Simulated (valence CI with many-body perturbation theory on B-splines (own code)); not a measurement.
The numbers below are computed, except where a source is named.
# Basis-set convergence for Dy³⁴⁺

Level of theory: valence CI with perturbative core correlation (CI+MBPT): four valence electrons over a frozen Dirac-Fock core [Ar] 3d10, a basis of 9 s, 9 p, 8 d, 6 f, 3 g, 1 h functions for each j, with the one-electron correlation potential Σ1 (screened to all orders), the two-electron term Σ2, the three-electron term Σ3, Breit, model QED; selected single and double excitations, second order for the rest, scaled by the run's own slope (own B-spline code, finite nucleus).

The last digits are not significant, and no measured levels were compared; by estimate large intervals hold to a few tenths of a per cent, small ones and those within an open d or f shell to about a per cent.

The reference run has the lowest level (4s^2 4p1/2^2) J=0 and an ionisation energy of 1470.16 eV. Its largest variational space holds 19999 state functions.

Levels are named by their leading jj configuration (3d3/2^4 stands for four electrons in 3d with j = 3/2), which in mixed levels can hold well under half, so a name can repeat and another be missing. Letters in brackets count levels of one name in rising energy.

Changed runs:
A. basis 6 s, 6 p, 5 d, 3 f, 1 g
B. basis 5 s, 5 p, 4 d, 2 f

Excitation energies of the reference run in cm⁻¹, and shifts in cm⁻¹:

```csv
Level,Reference,A,B
(4s^2 4p1/2 4p3/2) J=1,385902,-104,-397
(4s^2 4p1/2 4p3/2) J=2,414792,+2.2,+78
(4s^2 4p3/2^2) J=2,822466,-69,-165
(4s^2 4p3/2^2) J=0,886183,+56,+405
(4s 4p1/2^2 4p3/2) J=2,1001500,-140,-498
(4s 4p1/2^2 4p3/2) J=1,1100950,+17,+179
(4s 4p1/2 4p3/2^2) J=2 [a],1354620,-253,-921
(4s^2 4p1/2 4d3/2) J=2,1390480,-8.8,+142
(4s 4p1/2 4p3/2^2) J=3,1411890,-123,-378
(4s 4p1/2 4p3/2^2) J=0,1474940,-26,+53
(4s 4p1/2 4p3/2^2) J=1 [a],1486670,+42,+361
(4s 4p1/2 4p3/2^2) J=1 [b],1531110,+99,+592
Ionisation energy (eV),1470.16,-0.037,-0.15
```
